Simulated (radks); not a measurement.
Species: Pt II. Configuration: [Kr] 4d10 4f14 5s1.75 5p6 5d9 6d0.25 (fractional occupations, a model configuration).

Calculated with a radial shooting solver on a logarithmic mesh with Libxc functionals: Dirac Kohn-Sham, OLYP, spin-unpolarised, spherical densities, finite nucleus; open shells fill j = l - 1/2 first; Fermi nuclear charge, rms radius 5.427 fm.

Energy parts (Ry):
part                       energy
total                 -36896.1676
kinetic                42184.0966
electron-nucleus      -92684.3541
Hartree                14331.2543
exchange-correlation    -727.1643

Orbitals (lengths in bohr, moments of r in powers of bohr; <r^-3> diverges for s and p1/2; r(90%) holds 90 % of the orbital's charge):
| orbital | occ. | eigenvalue (Ry) | <r^2> | r(90%) | <r^-3> | <r> | small-component weight |
|---|---|---|---|---|---|---|---|
| 1s1/2 | 2 | -5753.241 | 0.0004064 | 0.0313 | - | 0.01716 | 8.74e-02 |
| 2s1/2 | 2 | -1011.165 | 0.006146 | 0.112 | - | 0.07171 | 2.00e-02 |
| 2p1/2 | 2 | -969.5196 | 0.004356 | 0.0984 | - | 0.05907 | 2.01e-02 |
| 2p3/2 | 4 | -842.4802 | 0.005546 | 0.110 | 19610 | 0.06749 | 1.79e-02 |
| 3s1/2 | 2 | -238.1967 | 0.03995 | 0.275 | - | 0.1866 | 6.66e-03 |
| 3p1/2 | 2 | -219.4388 | 0.03646 | 0.266 | - | 0.1768 | 6.61e-03 |
| 3p3/2 | 4 | -191.5014 | 0.04290 | 0.288 | 4537 | 0.1922 | 5.98e-03 |
| 3d3/2 | 4 | -160.1908 | 0.03295 | 0.261 | 791.7 | 0.1675 | 5.87e-03 |
| 3d5/2 | 6 | -154.1604 | 0.03471 | 0.267 | 660.0 | 0.1723 | 5.70e-03 |
| 4s1/2 | 2 | -51.82507 | 0.1945 | 0.596 | - | 0.4149 | 2.25e-03 |
| 4p1/2 | 2 | -43.85415 | 0.1987 | 0.607 | - | 0.4177 | 2.15e-03 |
| 4p3/2 | 4 | -37.19071 | 0.2319 | 0.655 | 1084 | 0.4516 | 1.91e-03 |
| 4d3/2 | 4 | -24.11282 | 0.2462 | 0.689 | 169.0 | 0.4612 | 1.71e-03 |
| 4d5/2 | 6 | -22.87133 | 0.2581 | 0.706 | 137.7 | 0.4724 | 1.65e-03 |
| 4f5/2 | 6 | -6.13877 | 0.3180 | 0.824 | 28.12 | 0.5110 | 1.27e-03 |
| 4f7/2 | 8 | -5.88310 | 0.3273 | 0.836 | 26.73 | 0.5183 | 1.25e-03 |
| 5s1/2 | 1.75 | -8.25704 | 1.018 | 1.36 | - | 0.9521 | 5.53e-04 |
| 5p1/2 | 2 | -5.70847 | 1.205 | 1.50 | - | 1.032 | 4.70e-04 |
| 5p3/2 | 4 | -4.60267 | 1.449 | 1.65 | 176.3 | 1.131 | 3.97e-04 |
| 5d3/2 | 4 | -1.24895 | 2.907 | 2.43 | 15.04 | 1.565 | 2.12e-04 |
| 5d5/2 | 5 | -1.14249 | 3.168 | 2.55 | 11.75 | 1.631 | 1.97e-04 |
| 6d3/2 | 0.25 | -0.21810 | 55.52 | 10.6 | 0.5163 | 6.953 | 1.04e-05 |
| 6d5/2 | 0 | -0.21427 | 57.97 | 10.8 | 0.4491 | 7.107 | 1.05e-05 |

The highest occupied level is 6d3/2 at -2.967 eV. The electron density at the nucleus is 1.975e+06 e/bohr^3. The density falls to 0.001 e/bohr^3 at r = 3.82 bohr.
